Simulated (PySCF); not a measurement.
Species: C$_{4}$H$_{5}$O$_{2}$, charge 0, multiplicity 2. It need not be the lowest isomer of its formula. SMILES: [CH2]C(=O)C(C)=O
Structure (B3LYP-D3(BJ)/def2-TZVP (Ansatz) minimum search):
```xyz
11

C      1.9465    -0.2109     0.0521
C      0.5934    -0.4480    -0.3040
O      0.2470    -1.3394    -1.0878
C     -0.4764     0.4639     0.3310
O     -0.1471     1.3380     1.0983
C     -1.8963     0.1876    -0.0657
H      2.7145    -0.8369    -0.3798
H      2.2049     0.5792     0.7412
H     -2.0029     0.2704    -1.1492
H     -2.1592    -0.8421     0.1850
H     -2.5598     0.8854     0.4384
```
Charge 0, spin multiplicity 2.

Dispersion corrections to the total energy (kcal/mol) from the dftd3 and dftd4 libraries through PySCF: D3(BJ) without and D4 with the three-body term, each with the damping fitted for the functional named.

```tsv
functional	D3(BJ)	D4
PBE0	-4.36	-4.12
B2PLYP	[?]	-3.44
TPSS	-6.40	[?]
BHLYP	-6.65	-5.42
revPBE	-13.37	-16.98
CAM-B3LYP	-3.80	[?]
HF	-40.88	-18.70
```

Q: Fill in the missing entries.

A: 
- B2PLYP, D3(BJ): -3.93
- TPSS, D4: -6.68
- CAM-B3LYP, D4: -4.10
